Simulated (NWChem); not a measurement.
System: cyclopentanone (C$_{5}$H$_{8}$O); SMILES C1CC(CC1)=O

NWChem input:

```
start job
memory heap 200 mb stack 900 mb global 1100 mb
geometry units angstroms noautoz
  O      0.000000     0.000000     2.124331
  C      0.000000     0.000000     0.922277
  C      0.123378     1.228339     0.028276
  C     -0.223981     0.734696    -1.373340
  C      0.223981    -0.734696    -1.373340
  C     -0.123378    -1.228339     0.028276
  H     -0.490840     2.054469     0.414622
  H      1.175342     1.561147     0.089351
  H      0.246657     1.323397    -2.173971
  H     -1.314412     0.790881    -1.531075
  H      1.314412    -0.790881    -1.531075
  H     -0.246657    -1.323397    -2.173971
  H     -1.175342    -1.561147     0.089351
  H      0.490840    -2.054469     0.414622
end
basis spherical
  * library 3-21g
end
dft
  xc b3lyp
  iterations 150
  mulliken
end
task dft energy
```

Excerpt of the output:

```
             Northwest Computational Chemistry Package (NWChem) 7.3.0
             --------------------------------------------------------

 C2  symmetry detected

                             Geometry "geometry" -> ""
                             -------------------------

 Output coordinates in angstroms (scale by  1.889725989 to convert to a.u.)

  No.       Tag          Charge          X              Y              Z
 ---- ---------------- ---------- -------------- -------------- --------------
    1 O                    8.0000     0.00000000     0.00000000     2.12464848
    2 C                    6.0000     0.00000000     0.00000000     0.92259448
    3 C                    6.0000     0.12512287     1.22816249     0.02859348
    4 C                    6.0000    -0.22293706     0.73501345    -1.37302252
    5 C                    6.0000     0.22293706    -0.73501345    -1.37302252
    6 C                    6.0000    -0.12512287    -1.22816249     0.02859348
    7 H                    1.0000    -0.48792090     2.05516422     0.41493948
    8 H                    1.0000     1.17755860     1.55947572     0.08966848
    9 H                    1.0000     0.24853678     1.32304526    -2.17365352
   10 H                    1.0000    -1.31328714     0.79274747    -1.53075752
   11 H                    1.0000     1.31328714    -0.79274747    -1.53075752
   12 H                    1.0000    -0.24853678    -1.32304526    -2.17365352
   13 H                    1.0000    -1.17755860    -1.55947572     0.08966848
   14 H                    1.0000     0.48792090    -2.05516422     0.41493948

 Effective nuclear repulsion energy (a.u.)     235.7889191046

      Symmetry information
      --------------------

 Group name             C2
 Group number              4
 Group order               2
 No. of unique centers     8

                                 NWChem DFT Module
                                 -----------------

 Summary of "ao basis" -> "ao basis" (spherical)
 ------------------------------------------------------------------------------
       Tag                 Description            Shells   Functions and Types
 ---------------- ------------------------------  ------  ---------------------
 O                           3-21g                   5        9   3s2p
 C                           3-21g                   5        9   3s2p
 H                           3-21g                   2        2   2s

      Symmetry analysis of basis
      --------------------------

        a          36
        b          34

            General Information
            -------------------
          SCF calculation type: DFT
          Wavefunction type:  closed shell.
          No. of atoms     :    14
          No. of electrons :    46
           Alpha electrons :    23
            Beta electrons :    23
          Charge           :     0
          Spin multiplicity:     1
          Use of symmetry is: on ; symmetry adaption is: on
          Maximum number of iterations: 150
          AO basis - number of functions:    70
                     number of shells:    46
          Convergence on energy requested:  1.00D-06
          Convergence on density requested:  1.00D-05
          Convergence on gradient requested:  5.00D-04

              XC Information
              --------------
                         B3LYP Method XC Potential
                     Hartree-Fock (Exact) Exchange  0.200
                        Slater Exchange Functional  0.800 local
                    Becke 1988 Exchange Functional  0.720 non-local
              Lee-Yang-Parr Correlation Functional  0.810
                  VWN I RPA Correlation Functional  0.190 local

             Grid Information
             ----------------
          Grid used for XC integration:  medium
          Radial quadrature: Mura-Knowles
          Angular quadrature: Lebedev.
          Tag              B.-S. Rad. Rad. Pts. Rad. Cut. Ang. Pts.
          ---              ---------- --------- --------- ---------
          O                   0.60       49          11.0       434
          C                   0.70       49           9.0       434
          H                   0.35       45          10.0       434
          Grid pruning is: on
          Number of quadrature shells:   376
          Spatial weights used:  Erf1

      Superposition of Atomic Density Guess
      -------------------------------------

 Sum of atomic energies:        -265.65709153

      Non-variational initial energy
      ------------------------------

 Total energy =    -269.624828
 1-e energy   =    -826.213294
 2-e energy   =     320.799548
 HOMO         =      -0.282610
 LUMO         =       0.019243

      Symmetry analysis of molecular orbitals - initial
      -------------------------------------------------

  Numbering of irreducible representations:

     1 a           2 b

  Orbital symmetries:

     1 a           2 a           3 b           4 a           5 b
     6 a           7 a           8 a           9 b          10 a
    11 b          12 a          13 b          14 a          15 b
    16 a          17 b          18 a          19 b          20 b
    21 a          22 a          23 b          24 b          25 a
    26 b          27 a          28 b          29 b          30 a
    31 a          32 b          33 a

     ---------------------------------------------
      Total Density - Mulliken Population Analysis
     ---------------------------------------------

[...]
```

Level: B3LYP/3-21G. All runs use the structure optimised with PBE0/def2-SVP.
